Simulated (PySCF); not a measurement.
CH6SSeSi (SMILES CS[Se][SiH3]), singlet, at a GFN2-xTB geometry, atoms displaced at random by about 0.08 Å a coordinate; DF-PBE/STO-3G, gradient in PySCF.

The PySCF input:
```python
from pyscf import gto, scf, dft

mol = gto.Mole()
mol.atom = '''
    Se   -0.048216   -0.208500    1.022199
    S     1.376876    0.560115   -0.656762
    C     1.986383   -0.815354   -1.527481
    H     2.286785   -1.664798   -0.882429
    H     2.489371   -0.554476   -2.117129
    H     0.935128   -1.188261   -2.180644
    Si   -2.039267    0.216009   -0.385945
    H    -1.991969   -0.344412   -1.564542
    H    -2.172690    1.574882   -0.412584
    H    -3.050076   -0.386300    0.603079
'''
mol.basis = 'sto-3g'
mol.charge = 0
mol.spin = 0
mol.verbose = 4
mol.build()

mf = dft.RKS(mol)
mf.xc = 'pbe'
mf = mf.density_fit(auxbasis='def2-universal-jkfit')
mf.kernel()
g = mf.nuc_grad_method()
grad = g.kernel()
```

It wrote (shortened):

```
PySCF version 2.14.0

[INPUT] verbose = 4
[INPUT] num. atoms = 10
[INPUT] num. electrons = 76
[INPUT] charge = 0
[INPUT] spin (= nelec alpha-beta = 2S) = 0
[INPUT] symmetry False subgroup None
[INPUT] Mole.unit = angstrom
[INPUT] Symbol           X                Y                Z      unit          X                Y                Z       unit  Magmom
[INPUT]  1 Se    -0.048216000000  -0.208500000000   1.022199000000 AA   -0.091115034822  -0.394007896972   1.931676154804 Bohr   0.0
[INPUT]  2 S      1.376876000000   0.560115000000  -0.656762000000 AA    2.601918547487   1.058463948261  -1.241100309022 Bohr   0.0
[INPUT]  3 C      1.986383000000  -0.815354000000  -1.527481000000 AA    3.753719848492  -1.540795754569  -2.886520750477 Bohr   0.0
[INPUT]  4 H      2.286785000000  -1.664798000000  -0.882429000000 AA    4.321397355764  -3.146012272724  -1.667549134374 Bohr   0.0
[INPUT]  5 H      2.489371000000  -0.554476000000  -2.117129000000 AA    4.704229412435  -1.047807782644  -4.000793980374 Bohr   0.0
[INPUT]  6 H      0.935128000000  -1.188261000000  -2.180644000000 AA    1.767135811412  -2.245487854502  -4.120819935176 Bohr   0.0
[INPUT]  7 Si    -2.039267000000   0.216009000000  -0.385945000000 AA   -3.853656124863   0.408197850441  -0.729330349145 Bohr   0.0
[INPUT]  8 H     -1.991969000000  -0.344412000000  -1.564542000000 AA   -3.764275858624  -0.650844354014  -2.956555890379 Bohr   0.0
[INPUT]  9 H     -2.172690000000   1.574882000000  -0.412584000000 AA   -4.105789053581   2.976095658507  -0.779670763378 Bohr   0.0
[INPUT] 10 H     -3.050076000000  -0.386300000000   0.603079000000 AA   -5.763808299109  -0.730001201919   1.139654141477 Bohr   0.0

nuclear repulsion = 416.127528165437
number of shells = 27
number of NR pGTOs = 141
number of NR cGTOs = 47
basis = sto-3g
ecp = {}

******** <class 'pyscf.df.df_jk.DFRKS'> ********
method = DFRKS
initial guess = minao
damping factor = 0
level_shift factor = 0
DIIS = <class 'pyscf.scf.diis.CDIIS'>
diis_start_cycle = 1
diis_space = 8
diis_damp = 0
SCF conv_tol = 1e-09
SCF conv_tol_grad = None
SCF max_cycles = 50
direct_scf = False
XC library pyscf.dft.libxc version 7.1.2
    S. Lehtola, C. Steigemann, M. J. T. Oliveira, and M. A. L. Marques,  SoftwareX 7, 1–5 (2018)
XC functionals = pbe
    J. P. Perdew, K. Burke, and M. Ernzerhof,  Phys. Rev. Lett. 77, 3865 (1996)
    J. P. Perdew, K. Burke, and M. Ernzerhof,  Phys. Rev. Lett. 78, 1396 (1997)
    J. P. Perdew, K. Burke, and M. Ernzerhof,  Phys. Rev. Lett. 77, 3865 (1996)
    J. P. Perdew, K. Burke, and M. Ernzerhof,  Phys. Rev. Lett. 78, 1396 (1997)
radial grids:
    Treutler-Ahlrichs [JCP 102, 346 (1995); DOI:10.1063/1.469408] (M4) radial grids

becke partition: Becke, JCP 88, 2547 (1988); DOI:10.1063/1.454033
pruning grids: <function nwchem_prune>
grids dens level: 3
symmetrized grids: False
atomic radii adjust function: <function treutler_atomic_radii_adjust>
small_rho_cutoff = 0
Set gradient conv threshold to 3.16228e-05
Initial guess from minao.
tot grids = 131456
init E= -3091.88021744636
  HOMO = -0.342859224105777  LUMO = -0.266665565277138  gap/eV = 2.07334
cycle= 1 E= -3094.83165302048  delta_E= -2.95  |g|= 0.558  |ddm|= 3.91
  HOMO = 0.100519907729701  LUMO = 0.160912507191836  gap/eV = 1.64337
cycle= 2 E= -3094.38623299194  delta_E= 0.445  |g|= 1.05  |ddm|= 3.94
  HOMO = -0.0460846718286753  LUMO = 0.080394573201776  gap/eV = 3.44168
cycle= 3 E= -3095.06262376634  delta_E= -0.676  |g|= 0.103  |ddm|= 2.58
  HOMO = -0.0707698504821654  LUMO = 0.0482167552565363  gap/eV = 3.23779
cycle= 4 E= -3095.06764384314  delta_E= -0.00502  |g|= 0.0529  |ddm|= 0.295
  HOMO = -0.0659532240276263  LUMO = 0.0508510930425037  gap/eV = 3.17841
cycle= 5 E= -3095.06874399563  delta_E= -0.0011  |g|= 0.0123  |ddm|= 0.0985
  HOMO = -0.0652916267472126  LUMO = 0.0514924184947519  gap/eV = 3.17786
cycle= 6 E= -3095.0688023477  delta_E= -5.84e-05  |g|= 0.00399  |ddm|= 0.0227
  HOMO = -0.065302745751574  LUMO = 0.0510731638949152  gap/eV = 3.16675
cycle= 7 E= -3095.06881172096  delta_E= -9.37e-06  |g|= 0.000749  |ddm|= 0.00915
  HOMO = -0.0652676473825526  LUMO = 0.0510293607354521  gap/eV = 3.16460
cycle= 8 E= -3095.06881204206  delta_E= -3.21e-07  |g|= 8.34e-05  |ddm|= 0.00197
  HOMO = -0.0652870786276988  LUMO = 0.0510161576589281  gap/eV = 3.16477
cycle= 9 E= -3095.06881204493  delta_E= -2.88e-09  |g|= 4.3e-05  |ddm|= 0.000312
  HOMO = -0.0652804535538789  LUMO = 0.0510188235569481  gap/eV = 3.16466
cycle= 10 E= -3095.06881204597  delta_E= -1.04e-09  |g|= 3.12e-06  |ddm|= 0.00011
  HOMO = -0.0652807867636122  LUMO = 0.0510184935485479  gap/eV = 3.16466
cycle= 11 E= -3095.06881204597  delta_E= -5.46e-12  |g|= 5.01e-07  |ddm|= 8.76e-06
  HOMO = -0.0652806471312025  LUMO = 0.0510185934228722  gap/eV = 3.16466
Extra cycle  E= -3095.06881204596  delta_E= 1.55e-11  |g|= 5.43e-07  |ddm|= 2.81e-06
converged SCF energy = -3095.06881204596

******** <class 'pyscf.df.grad.rks.Gradients'> for <class 'pyscf.df.df_jk.DFRKS'> ********
unit = Eh/Bohr
grid_response = False
--------------- DFRKS gradients ---------------
         x                y                z
0 Se     0.0146212543    -0.0091575041     0.0548771152
1 S     0.0112516624    -0.0576302134    -0.0532143821
2 C     0.4073009392     0.2192782752    -0.3014367383
3 H    -0.0082005149    -0.0032542985     0.0105766414
4 H    -0.3258099183    -0.1535752467     0.3564412249
5 H    -0.0735740691    -0.0041068463    -0.0348273934
6 Si    -0.0172310418     0.0296783181    -0.1574682529
7 H    -0.0028241435     0.0425422418     0.0877487812
8 H     0.0078902065    -0.0508019151     0.0069553097
9 H    -0.0134070128    -0.0129543532     0.0304403945
----------------------------------------------
```
